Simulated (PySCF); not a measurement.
Mo(O)(OH)(Cl)2 (Cl2HMoO2), SMILES [O]=[Mo]([OH])([Cl])[Cl] (connectivity only; charge and spin as stated), neutral, multiplicity 2.

Coordinates come from a r2SCAN-D4/def2-SVP optimisation. The spin state was assumed, not searched. The def2 effective core potentials stand for the cores of Mo; spin–orbit coupling is left out. One conformer was computed; it need not be the lowest.

Two levels are set side by side: PBE/def2-TZVP (PySCF) and M06-2X/def2-TZVP (PySCF). Same geometry, gas phase. Differences are taken from unrounded values.

| quantity | PBE |
|---|---|
| α-spin orbital gap (eV) | 1.02 |
| β-spin orbital gap (eV) | 3.66 |
| dipole moment (D) | 2.83 |
| mean polarisability (bohr³) | 72.4 |

Question: These are the PBE values. What does M06-2X give? (The exact figures need the calculation; the answer reports its results.)

Answer: 
```json
[
 {"quantity": "α-spin orbital gap (eV)", "M06-2X": "5.90", "PBE minus M06-2X": "-4.88"},
 {"quantity": "β-spin orbital gap (eV)", "M06-2X": "8.00", "PBE minus M06-2X": "-4.34"},
 {"quantity": "dipole moment (D)", "M06-2X": "2.88", "PBE minus M06-2X": "-0.06"},
 {"quantity": "mean polarisability (bohr³)", "M06-2X": "68.6", "PBE minus M06-2X": "3.9"}
]
```

PBE's more diffuse valence density responds more strongly to a field. Differences between two approximate levels are no errors against the true value.

Rough cost on one machine, each run with all the roots and properties that it gave: M06-2X against PBE about 2 times.
